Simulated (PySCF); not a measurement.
# Reading the logs of faulty runs: B2GeH7Si

These are calculations, not measurements. They come from PySCF 2.14.0, an open-source quantum chemistry program, on an isolated molecule that a program drew, which may never have been made. The molecule is B2GeH7Si (charge 0, doublet), drawn as the SMILES string `B[SiH][BH][GeH3]`.

Each row is a Hartree-Fock (HF) and frozen-core CCSD(T) single point in the cc-pV(D+d)Z basis, meant for a local HF minimum. Run 1 is clean. Each other run has one planted mistake out of seven kinds, and not every kind appears here: one electron removed, one electron added, multiplicity raised by two, geometry at a saddle point, minimal basis STO-3G, one bond length entered in bohr, all coordinates scaled. The reference is restricted for singlets and unrestricted otherwise, and also for a bond in bohr. Adding or removing an electron swaps singlet and doublet. Electrons count all cores. HOMO and LUMO are orbital energies over both spins, the gradient is its largest component, and the lowest frequency (negative if imaginary) is given only where the gradient is small. Bond lengths are over the 10 bonds as drawn. T1 is the CCSD diagnostic: over 0.02 (restricted) or 0.045 (unrestricted) a single reference is doubtful. Germanium has the cc-pVDZ-PP basis, with a core potential (ECP10MDF) in place of its 10 inner electrons, and its 3s, 3p and 3d shells are frozen in CCSD(T).

Geometry of the clean run:
```xyz
11
B2GeH7Si, angstrom
B    -1.8895   -1.5231    2.1704
Si   -0.4445   -0.5000    1.2480
B    -0.4681   -0.0080   -0.6732
Ge    1.0245    1.0601   -1.6680
H    -2.8507   -1.8809    1.5502
H    -1.8200   -1.7904    3.3366
H     0.7244   -0.0811    2.0561
H    -1.4186   -0.3525   -1.3199
H     2.1967    1.4657   -0.7628
H     0.4367    2.3434   -2.2768
H     1.5930    0.2175   -2.8213
```

| run | electrons | basis functions | <S^2> | HOMO (eV) | LUMO (eV) | gradient (hartree/bohr) | lowest frequency (cm^-1) | mean bond (Å) | longest bond (Å) | T1 | HF (hartree) | CCSD(T) (hartree) | mistake |
|---|---|---|---|---|---|---|---|---|---|---|---|---|---|
| 1 | 63 | 109 | 0.761 | -8.56 | -0.26 | 1.9e-05 | 56 | 1.5756 | 2.088 | 0.0157 | -635.66738 | -636.09826 | no fault |
| 2 | 64 | 109 | 0.000 | -1.82 | 5.57 | 2.8e-02 | - | 1.5756 | 2.088 | 0.0203 | -635.70334 | -636.18252 | one electron added |
| 3 | 63 | 109 | 1.602 | -8.54 | -0.26 | 7.3e-03 | - | 1.7124 | 2.905 | 0.0368 | -635.57130 | -635.98962 | one bond length entered in bohr |
| 4 | 62 | 109 | 0.000 | -15.34 | -6.96 | 3.1e-02 | - | 1.5756 | 2.088 | 0.0144 | -635.38306 | -635.79173 | one electron removed |
| 5 | 63 | 109 | 0.760 | -8.67 | -0.32 | 2.3e-02 | - | 1.5205 | 2.015 | 0.0148 | -635.65575 | -636.08442 | ? |
| 6 | 63 | 109 | 3.778 | -6.58 | -2.23 | 3.4e-02 | - | 1.5756 | 2.088 | 0.0343 | -635.54901 | -635.98482 | ? |

**Which mistake was planted in run 5, and what did it cost?**

The mean and the longest bond both change by the same factor, 0.965, and the gradient is no longer small. So the mistake is: all coordinates scaled. Subtracting run 1 and multiplying by 627.51 kcal/mol a hartree, the energy moved by 7.3 kcal/mol in HF and 8.7 kcal/mol in CCSD(T).

**Which mistake was planted in run 6, and what did it cost?**

Electrons, basis and geometry are unchanged, and <S^2> is 3.778, beside S(S+1) = 3.75 for a multiplicity of 4. So the mistake is: multiplicity raised by two. Subtracting run 1 and multiplying by 627.51 kcal/mol a hartree, the energy moved by 74.3 kcal/mol in HF and 71.2 kcal/mol in CCSD(T).

Cautions from the logs. Run 2: T1 is over the limit, so its CCSD(T) energy is less reliable.
